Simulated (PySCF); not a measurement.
Computed shifts of a molecule C₄H₇NSi, HF/pcSseg-1 (PySCF), GIAO, gas phase, atoms alike by connectivity averaged where their shifts nearly agree, in ppm (number of nuclei): ¹³C: 152.6 (1), 141.7 (1), 98.1 (1), 78.0 (1). ²⁹Si: -28.9 (1). ¹⁵N: 7.2 (1). ¹H: 6.71 (1), 6.57 (1), 4.58 (1), 4.45 (1), 4.25 (1), 1.33 (1), 0.74 (1). References: ¹³C against TMS (σ = 192.6 ppm); ²⁹Si against TMS (σ = 393.8 ppm); ¹⁵N against NH3 (σ = 267.3 ppm); ¹H against TMS (σ = 31.99 ppm), references at their B3LYP-D3(BJ)/def2-TZVP geometries, non-relativistic. Coordinates come from a B3LYP-D3(BJ)/def2-SVP optimisation. The values are those of a single conformer.

Problem. Which molecule gave these data?
A) C#CC(=C)[SiH2]N
B) C/C(C#N)=C/[SiH3]
C) C#C/C=N\[SiH2]C
D) C#C/C=N\C[SiH3]

Solution. A, C#CC(=C)[SiH2]N
